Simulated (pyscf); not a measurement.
**•HN–SiH(Cl)–Cl (SMILES [NH][SiH](Cl)Cl), doublet**

Gas-phase minimum from PySCF at ωB97X-D3(BJ)/def2-SVP, one conformer. •HN–SiH(Cl)–Cl lies 21.5 kcal/mol over its isomer H₂N–Si•(Cl)–Cl, and others may lie lower still (electronic energy, ωB97M-D3(BJ)). 

SMILES: [NH][SiH](Cl)Cl
```xyz
6

N      1.2580     0.7134    -0.9321
Si     0.2639    -0.0786     0.2681
Cl    -0.5048     1.3446     1.5332
Cl    -1.2722    -1.0521    -0.6854
H      0.7305     1.3991    -1.4897
H      1.0390    -1.0526     1.0524
```
Charge 0, spin multiplicity 2.

Bonded distances (Å): N1–Si2 1.748, N1–H5 1.029, Si2–Cl3 2.053, Si2–Cl4 2.053, Si2–H6 1.471. Bond angles (°): Si2–N1–H5 112.5, N1–Si2–Cl3 108.8, N1–Si2–Cl4 108.7, N1–Si2–H6 111.5, Cl3–Si2–Cl4 109.6, Cl3–Si2–H6 109.1, Cl4–Si2–H6 109.1.

Properties at ωB97X-D3(BJ)/def2-SVP:

```json
{
  "harmonic_wavenumbers_unscaled": "102, 175, 243, 275, 529, 610, 752, 833, 852, 883, 2362, 3513 cm⁻¹",
  "zero_point_energy": "15.9 kcal/mol",
  "rotational_symmetry_number": "1",
  "Entropy of this conformer at 298 K and 1 atm, rigid rotor and harmonic oscillator, modes under 100 cm⁻¹ raised to 100": "333.0 J/(mol K)",
  "dipole_moment": "0.47 D",
  "Spin expectation value S2": "0.753"
}
```

Single-point totals, which compare only within one level (frozen core for MP2 and CC):

| level | total energy (hartree) |
|---|---|
| ωB97X-D3(BJ)/def2-TZVP | -1266.01871 |
| PBE/def2-TZVP | -1265.37340 |
| r²SCAN/def2-TZVP | -1265.85514 |
| B3LYP-D3(BJ)/def2-TZVP | -1266.02718 |
| PBE0-D3(BJ)/def2-TZVP | -1265.48512 |
| M06-2X/def2-TZVP | -1265.89214 |
| ωB97M-D3(BJ)/def2-TZVP | -1266.12489 |
| UHF/def2-TZVPP | -1263.69592 |
| MP2/def2-TZVPP | -1264.35601 |
| CCSD/def2-TZVPP | -1264.40861 |
| CCSD(T)/def2-TZVPP | -1264.43792 |

Soft torsions are taken as harmonic, which can shift the entropy by several J/(mol K). The CCSD(T) − MP2 part came from Ansatz, without density fitting, on the same reference.
